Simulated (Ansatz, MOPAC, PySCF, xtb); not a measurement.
Scan of H2Be, singlet: symmetric bend, bond length relaxed. Scanned: H-Be-H angle. Other coordinates (Be-H bond length) were minimised at B3LYP/def2-TZVP.

Levels of theory: RKS-B3LYP/6-31G* = restricted B3LYP/6-31G*, spherical d run with PySCF; GFN1-xTB (xtb); PM3, restricted, heats of formation (MOPAC); FCI/def2-SVP = full CI/def2-SVP, frozen core run with Ansatz (a quantum-chemistry and plane-wave program).

Energies relative to the lowest point of each profile, in kcal/mol; the last columns give the difference from FCI:

```tsv
a / °	RKS-B3LYP/6-31G*	GFN1-xTB	PM3	FCI/def2-SVP	RKS-B3LYP/6-31G* − FCI/def2-SVP	GFN1-xTB − FCI/def2-SVP	PM3 − FCI/def2-SVP
180	0.0	0.0	0.0	0.0	0.0	0.0	0.0
168.36	0.7	0.3	0.7	0.7	0.0	-0.4	0.0
157.85	2.5	1.0	2.4	2.6	0.0	-1.5	-0.1
148.90	5.0	2.2	4.9	5.1	0.0	-2.9	-0.2
139.51	8.6	3.9	8.3	8.7	-0.1	-4.8	-0.4
130.12	13.2	6.3	12.7	13.3	-0.1	-7.0	-0.6
121.95	18.0	9.1	17.4	18.2	-0.2	-9.1	-0.8
108.07	28.3	15.9	27.2	28.7	-0.3	-12.8	-1.5
101.58	34.2	20.2	32.6	34.5	-0.4	-14.4	-2.0
87.95	48.8	32.5	45.4	49.1	-0.3	-16.6	-3.7
81.46	57.0	40.5	52.3	57.2	-0.2	-16.7	-4.9
71.08	72.0	57.0	65.6	71.8	0.2	-14.8	-6.2
60	90.5	81.9	83.6	89.7	0.8	-7.8	-6.1
```

RKS-B3LYP/6-31G* is furthest from FCI/def2-SVP at 60 (0.8 kcal/mol, above); its mean absolute difference over the points is 0.2 kcal/mol.

GFN1-xTB is furthest from FCI/def2-SVP at 81.46 (-16.7 kcal/mol, below); its mean absolute difference over the points is 8.4 kcal/mol.

PM3 is furthest from FCI/def2-SVP at 71.08 (-6.2 kcal/mol, below); its mean absolute difference over the points is 2.0 kcal/mol.
